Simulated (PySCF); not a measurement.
F$_{2}$OTa, doublet, at a GFN2-xTB geometry (such geometries of metal compounds can be far from the true shape) (the multiplicity is a formal guess) (core potentials on Ta). Base run: PBE0/def2-SVP (PySCF).

The PySCF input:
```python
from pyscf import gto, scf, dft

mol = gto.M(
    atom='''
Ta    0.004497   -0.001483   -0.000897
O     1.614449   -0.532308   -0.322242
F    -0.661223   -0.435282    1.640112
F    -0.810314    0.920470   -1.346395
''',
    basis='def2-svp',
    ecp={'Ta': 'def2-svp'},
    charge=0,
    spin=1,
    verbose=4,
    symmetry=True,
)

mf = dft.UKS(mol)
mf.xc = 'pbe0'
mf.kernel()
mf.analyze()
```

The base run was repeated with changes; each row names its change, and settings that it needs were set with it.

```tsv
change	ΔE vs base (mEh)	point group used	SCF cycles
base	0.000	C2v	12
irrep_nelec = A1:(10, 9) A2:(2, 1) B1:(3, 3) B2:(5, 6)	180.9	C2v	11
irrep_nelec = A1:(9, 9) A2:(2, 1) B1:(3, 3) B2:(6, 6)	78.679	C2v	12
irrep_nelec = A1:(9, 9) A2:(1, 1) B1:(4, 3) B2:(6, 6)	114.2	C2v	13
irrep_nelec = A1:(11, 9) A2:(0, 1) B1:(3, 3) B2:(6, 6)	440.6	C2v	17
symmetry_subgroup = Cs	0.000	Cs	12
symmetry_subgroup = C2	0.000	C2	12
symmetry = off	0.000	C1	12
```

Open shells are given as the SCF converged; they aren't shown to be the lowest states, and a large step between rows can be another state.
